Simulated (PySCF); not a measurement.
**PbH₅⁻: one-bond stretch**

All numbers come from PBE0 in PySCF with Pb def2-TZVPD with ECP60, H def2-TZVPD; scalar-relativistic core potentials, no spin–orbit coupling; density-fitted integrals.

Rigid scan from the singlet minimum (Pb–H 1.819 Å (×3), Pb–H 1.964 Å (×2); H–Pb–H 90.0° (×6), H–Pb–H 120.0° (×3), H–Pb–H 180.0°). Coordinate: the bond from Pb to the last atom (H) scaled, the rest fixed. Energies in kJ/mol from the minimum.

```tsv
scale of one bond	E (kJ/mol)	dipole size (D, about the centre of mass)
0.92	11.2	0.47
0.96	2.5	0.25
1.00	0.0	0.00
1.05	3.0	0.33
1.12	14.7	0.83
1.20	33.5	1.44
1.35	73.4	2.65
1.55	121.8	–
1.80	167.6	–
2.20	212.5	–
```

At long bonds a restricted determinant can lie too high, and another spin state can fall below this curve.

Spin–orbit coupling, left out here, can matter for elements this heavy.

Other isomers or separated fragments may lie lower.

The scan took 13 s on 2 threads of a shared AMD EPYC 7B13 (Zen 3) host; the process peaked at 1.5 GiB. Launch command: `OMP_NUM_THREADS=2 python axn.py task.json out`.
